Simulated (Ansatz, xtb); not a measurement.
Relaxing a trial structure of CHClGe

The starting geometry of this gas-phase singlet has its atoms placed at random.

```yaml
atoms:
  - { symbol: C, position_ang: [0.5638, 1.1781, 0.6819] }
  - { symbol: Cl, position_ang: [-0.6976, -1.0006, -0.2071] }
  - { symbol: Ge, position_ang: [1.4021, -0.1272, -0.6464] }
  - { symbol: H, position_ang: [-0.8616, 0.0658, -1.2155] }
```

Task: Guess where an optimisation with r2SCAN-D4/def2-SVP ends from this start.

Result: It ends as `Cl[CH]=[Ge]`. Distances that change by over a tenth: C1–Ge3 (2.04 → 1.82 Å). Contacts that open: Cl2–Ge3 (2.32 → 2.93 Å), Cl2–H4 (1.48 → 2.42 Å). Contacts that close: C1–Cl2 (2.67 → 1.77 Å), C1–H4 (2.62 → 1.10 Å).

The energy falls by 5.19 eV over 17 steps:

| step | E − E(last) (eV) |
| --- | --- |
| 1 | 5.187 |
| 3 | 4.182 |
| 5 | 3.240 |
| 6 | 2.465 |
| 8 | 1.005 |
| 10 | 0.369 |
| 12 | 0.049 |
| 13 | 0.007 |
| 15 | 0.001 |
| 17 | 0.000 |

Final geometry (Å):

```yaml
atoms:
  - { symbol: C, position_ang: [0.0306, 0.2754, -0.3624] }
  - { symbol: Cl, position_ang: [-0.7807, -1.2864, -0.1503] }
  - { symbol: Ge, position_ang: [1.8218, 0.0048, -0.4986] }
  - { symbol: H, position_ang: [-0.6650, 1.1223, -0.3758] }
```

From the same start GFN2-xTB reaches the same bonding as this run.

From so rough a start the end depends on the optimiser's path, so another program may land elsewhere. The end wasn't checked by frequencies. Run with Ansatz 0.2.0, 23 s on 2 threads of Arm Neoverse V1 (shared host).
